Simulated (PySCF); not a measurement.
A structure optimised at PBE-D3(BJ)/def2-SVP, used in a PySCF frequency run:

```xyz
5

Sn     0.0000     0.0000    -0.5338
Cl     1.9037     0.0000     0.8680
Cl    -1.9037     0.0000     0.8680
H      0.0000    -1.4796    -1.4110
H      0.0000     1.4796    -1.4110
```

Task: Write its SMILES, formula and point group.

Result: [Cl][SnH2][Cl], Cl₂H₂Sn, C2v

Task: What are its rotational constants (standard atomic weights)?

Result: 5.2892, 1.9336, 1.4518 GHz
